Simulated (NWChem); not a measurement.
# C2H7OSi cation

```xyz
11

C     -0.9408    -1.5236     0.0931
Si     0.0387     0.0028    -0.0281
C     -0.6423     1.6947     0.0216
O      1.6128    -0.2538    -0.1776
H     -1.6267    -1.4723     0.9554
H     -1.5664    -1.6313    -0.8110
H     -0.2860    -2.4023     0.1844
H      0.0873     2.4594    -0.2818
H     -0.9756     1.9141     1.0527
H     -1.5356     1.7590    -0.6227
H      2.3186     0.4014    -0.2659
```
Atoms are numbered in this order, from 1.

All runs: NWChem. Structure relaxed at the PBE0/def2-SVP level. GIAO values for the isolated, static molecule; σ is the absolute isotropic shielding, δ = σ(reference) − σ with the isolated reference molecule computed at the same levels (13C: tetramethylsilane, 1H: tetramethylsilane, 17O: water, 29Si: tetramethylsilane).

Task: Predict the results for PBE0/pcSseg-1. Quantities: δ C1 (ppm); δ Si2 (ppm); δ C3 (ppm); δ O4 (ppm); δ H5 (rotor mean) (ppm); δ H8 (rotor mean) (ppm); δ H11 (ppm).

Result: 
| Property | Result |
|---|---|
| δ C1 (ppm) | 3.9 |
| δ Si2 (ppm) | 205.5 |
| δ C3 (ppm) | 6.4 |
| δ O4 (ppm) | 173.9 |
| δ H5 (rotor mean) (ppm) | 1.97 |
| δ H8 (rotor mean) (ppm) | 1.89 |
| δ H11 (ppm) | 7.33 |
